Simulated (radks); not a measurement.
Results of a calculation; reference values are marked as such.
Ionisation of the lutetium ion Lu2+, [Xe] 4f14 6s1, to [Xe] 4f14 as the strength of local exchange is varied. Level of theory: scalar-relativistic Kohn-Sham, Slater X-alpha exchange (alpha = 2/3 is LDA exchange), no correlation, spin-polarised, spherical densities, finite nucleus; open shells are filled with parallel spins first (spin-orbit coupling, left out, can overturn this in heavy ions); Fermi nuclear charge, rms radius 5.37 fm (a radial shooting solver on a logarithmic mesh with Libxc functionals).

| alpha | E(Lu2+) (hartree) | exchange (hartree) | IE (eV) | -e of the level emptied (eV) | <r> of it (bohr) |
|---|---|---|---|---|---|
| 0.609 | -14520.1292 | -258.5745 | 20.291 | 17.082 (6s) | 3.101 |
| 0.636 | -14531.6502 | -270.2729 | 20.496 | 17.304 (6s) | 3.086 |
| 0.667 | -14544.8902 | -283.7287 | 20.733 | 17.560 (6s) | 3.069 |
| 0.671 | -14546.5996 | -285.4668 | 20.764 | 17.593 (6s) | 3.066 |
| 0.694 | -14556.4327 | -295.4693 | 20.940 | 17.785 (6s) | 3.054 |
| 0.854 | -14625.0366 | -365.4462 | 22.193 | 19.148 (6s) | 2.969 |
| 0.893 | -14641.8118 | -382.6072 | 22.504 | 19.488 (6s) | 2.949 |

NIST Atomic Spectra Database: 20.959 eV (measured). The Delta-SCF value meets it near alpha = 0.70.
